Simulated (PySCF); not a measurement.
# Deuteron quadrupole couplings in `C=C/C=C(/C=C)CCC`

Species: C9H14.
Structure used (GFN2-xTB), in Å, numbered top down from 1:
```xyz
23
C9H14 angstrom
C     -3.5960   -0.8463   -0.5398
C     -2.3430   -0.6571   -0.1280
C     -1.6518    0.5951   -0.2766
C     -0.3839    0.8759    0.0958
C      0.1441    2.1975   -0.1897
C      1.3793    2.6359    0.0427
C      0.5165   -0.1362    0.7463
C      1.3568   -0.8797   -0.2991
C      2.2961   -1.8876    0.3506
H     -4.0987   -1.7911   -0.4254
H     -4.1612   -0.0573   -1.0087
H     -1.8092   -1.4779    0.3303
H     -2.2327    1.3795   -0.7485
H     -0.5640    2.8761   -0.6511
H      2.1460    2.0291    0.4927
H      1.6708    3.6387   -0.2197
H      1.1802    0.3637    1.4535
H     -0.0718   -0.8602    1.3109
H      0.6879   -1.3938   -0.9932
H      1.9350   -0.1556   -0.8764
H      2.8886   -2.3988   -0.4047
H      2.9751   -1.3904    1.0406
H      1.7312   -2.6324    0.9075
```

Level: PBE0/pcSseg-1 (PySCF, non-relativistic); Q(2H) = 0.00286 b; rigid geometry, the same for H and D, with no vibrational averaging.

Problem. Rank these positions by the coupling χzz of a deuteron there, largest first.
A. H15 (vinylic hydrogen)
B. H12 (vinylic hydrogen)
C. H19 (methylene hydrogen)
D. H14 (vinylic hydrogen)

Solution. A (228 kHz), B (219 kHz), D (214 kHz), C (203 kHz).

Problem. Tabulate Vzz, the asymmetry η and χzz = 234.96 MHz × Q × Vzz for every hydrogen position.

Solution. 
```json
{"atom": "H10", "bonded to": "C1", "bond length (Å)": "1.076", "Vzz (au)": "0.3386", "η": "0.05", "χzz (kHz)": "228"}
{"atom": "H11", "bonded to": "C1", "bond length (Å)": "1.078", "Vzz (au)": "0.3352", "η": "0.06", "χzz (kHz)": "225"}
{"atom": "H12", "bonded to": "C2", "bond length (Å)": "1.081", "Vzz (au)": "0.3259", "η": "0.06", "χzz (kHz)": "219"}
{"atom": "H13", "bonded to": "C3", "bond length (Å)": "1.084", "Vzz (au)": "0.3185", "η": "0.09", "χzz (kHz)": "214"}
{"atom": "H14", "bonded to": "C5", "bond length (Å)": "1.084", "Vzz (au)": "0.3190", "η": "0.07", "χzz (kHz)": "214"}
{"atom": "H15", "bonded to": "C6", "bond length (Å)": "1.076", "Vzz (au)": "0.3390", "η": "0.06", "χzz (kHz)": "228"}
{"atom": "H16", "bonded to": "C6", "bond length (Å)": "1.077", "Vzz (au)": "0.3379", "η": "0.05", "χzz (kHz)": "227"}
{"atom": "H17", "bonded to": "C7", "bond length (Å)": "1.091", "Vzz (au)": "0.3041", "η": "0.02", "χzz (kHz)": "204"}
{"atom": "H18", "bonded to": "C7", "bond length (Å)": "1.090", "Vzz (au)": "0.3062", "η": "0.02", "χzz (kHz)": "206"}
{"atom": "H19", "bonded to": "C8", "bond length (Å)": "1.092", "Vzz (au)": "0.3021", "η": "0.02", "χzz (kHz)": "203"}
{"atom": "H20", "bonded to": "C8", "bond length (Å)": "1.092", "Vzz (au)": "0.3024", "η": "0.02", "χzz (kHz)": "203"}
{"atom": "H21", "bonded to": "C9", "bond length (Å)": "1.088", "Vzz (au)": "0.3163", "η": "0.01", "χzz (kHz)": "213"}
{"atom": "H22", "bonded to": "C9", "bond length (Å)": "1.088", "Vzz (au)": "0.3143", "η": "0.02", "χzz (kHz)": "211"}
{"atom": "H23", "bonded to": "C9", "bond length (Å)": "1.088", "Vzz (au)": "0.3145", "η": "0.02", "χzz (kHz)": "211"}
```

Problem. How does χzz go with the bond length over the 14 C–H bonds?

Solution. A straight-line fit has a slope of -15.0 kHz for each 0.01 Å, with a correlation coefficient of -0.99, over lengths from 1.076 to 1.092 Å. The longer bonds have the smaller couplings here.

Problem. A static deuteron (I = 1) shows a doublet split by (3/2)χ, (3/4)χ(1 + η) and (3/4)χ(1 − η) with the field along z, y and x of the gradient. What are these for H16?

Solution. With |χ| = 227.1 kHz and η = 0.054: 341, 179 and 161 kHz, to first order and without motion.

Geometry: GFN2-xTB, one conformer, isolated molecule. GFN2-xTB bond lengths can be off by several hundredths of an ångström, more for odd bonds, and the gradients follow them. With so small a basis the couplings can be 20 % off.

These values come from a run that also computed NMR shieldings. The run took 60 s wall (with the writing of density and orbital grids) on an Arm Neoverse V2 with one thread, shared host with 96 logical CPUs at a one-minute load of 54, and the process peaked at 1.1 GiB of memory.
